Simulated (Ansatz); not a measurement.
`Cl[CH]1C[O][Zn]1` + H₂ → `C1[CH2][Zn][O]1` + HCl at 500 K and 1 bar (hydrogenolysis of a C–Cl bond).

Program: Ansatz. Geometries: PBE0-D4/def2-TZVP. ΔE: electronic, gas phase. CBS: MP2 limit from def2 TZ/QZ plus the TZ coupled-cluster correction, frozen cores. This one scheme is used for every species. For Zn outer-core shells are correlated without core-valence functions, which leaves a few kJ/mol of doubt a bond. Scalar relativity is left out up to krypton.

```csv
species,CCSD(T)/CBS energy (Eh),H − E (kJ/mol),S (J/(mol·K))
`Cl[CH]1C[O][Zn]1`,-2391.17116,163.9,379.8
H₂,-1.17544,41.0,145.5
`C1[CH2][Zn][O]1`,-1931.99717,181.4,344.9
HCl,-460.38127,32.5,201.9
```

H − E and S are ideal-gas, rigid-rotor, harmonic terms from PBE0-D4/def2-TZVP, for one conformer and one mirror image of each species. For small species the MP2-based limit differs from directly extrapolated CCSD(T) by up to some mEh (0.8 for H₂); such offsets cancel only in part. 1 Eh = 2625.50 kJ/mol, R = 8.31446 J/(mol·K).

Q: By hand: ΔE, ΔH, ΔS and ΔG.

A: ΔE = (-1931.99717) + (-460.38127) − (-2391.17116) − (-1.17544) = -0.03184 Eh = -83.6 kJ/mol. Δ(H − E) = 181.4 + 32.5 − 163.9 − 41.0 = 9.0, so ΔH = -74.6 kJ/mol. ΔS = 344.9 + 201.9 − 379.8 − 145.5 = 21.5 J/(mol·K). ΔG = -74.6 − 500 × (21.5)/1000 = -85.3 kJ/mol.

Q: By hand: the equilibrium constant, and the temperature at which ΔG would vanish if ΔH and ΔS stayed fixed.

A: log₁₀ K = −ΔG/(RT ln 10) = 8.9. ΔH and −TΔS have one sign here, so there is no such temperature.

ΔH outweighs TΔS. A doubt of 5 kJ/mol in ΔE shifts log₁₀ K by 0.5 here. Other conformers and mirror images would add mixing entropy, several J/(mol·K) or more a flexible species. These are equilibria of isolated gas molecules and say nothing of rates. Largest T1 diagnostic: 0.020 (customary marks: 0.02 for closed shells, 0.045 for open ones).
